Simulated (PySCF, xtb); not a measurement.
BH5O4Ti, SMILES B[O][Ti]([OH])([OH])[OH], multiplicity 1. One conformer was computed; it need not be the lowest.

Harmonic wavenumbers (cm⁻¹) from GFN2-xTB (xtb) at its own minimum, in rising order: 31, 50, 57, 77, 137, 144, 152, 156, 205, 221, 263, 339, 352, 379, 477, 590, 630, 644, 897, 962, 1189, 1387, 2442, 2452, 3575, 3589, 3592.

Problem. What does r2SCAN-D4/def2-SVP (PySCF) give at its own minimum? (Estimate from the structure and the level; the computed values follow.)

Solution. 50, 66, 137, 145, 165, 176, 185, 199, 249, 252, 293, 405, 427, 441, 600, 759, 810, 815, 985, 1053, 1210, 1380, 2486, 2572, 3882, 3886, 3893. Paired by order, the mean absolute difference is 94 cm⁻¹ and the zero-point energies are 35.7 and 39.3 kcal/mol.
